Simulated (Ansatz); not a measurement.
Calculated with Ansatz (gas phase, PBE0-D4/def2-TZVP geometries, no zero-point term in ΔE). CCSD(T)/CBS is the MP2 limit (def2-TZVPP, def2-QZVPP) plus CCSD(T) − MP2 in def2-TZVPP, frozen cores. DFT in def2-TZVPP. For Zn outer-core shells are correlated without core-valence functions, which leaves a few kJ/mol of doubt a bond. Scalar relativity is left out up to krypton. One conformer a species, not always the lowest.

Reaction (ligand exchange at a Zn–C bond): `B[CH](Cl)[Zn][F]` + silanol → `[F][Zn][O][SiH3]` + `BCCl`

| level | ΔE (eV) |
| --- | --- |
| B2PLYP | -0.26 |
| PBE0 | -0.10 |
| HF/def2-TZVPP | -0.69 |
| MP2/def2-TZVPP | -0.19 |

Task: What does CCSD(T)/CBS give? (Best estimate.)

Result: The calculation gave: -0.24 eV. The listed levels differ from it by -0.02, 0.14, -0.45, 0.05 eV.

Largest T1 diagnostic among the species: 0.017.

From PBE to PBE0 (25 % exact exchange), in def2-TZVPP and without D4, ΔE moves by −0.12 eV. The D4 term adds +0.04 eV with B3LYP and +0.02 eV with PBE0; it sums over pairs of atoms, weighted by their polarisabilities, and B3LYP, whose exchange is more repulsive, gets the larger term.

B3LYP here is the variant with VWN-RPA as its local correlation; programs differ in this.
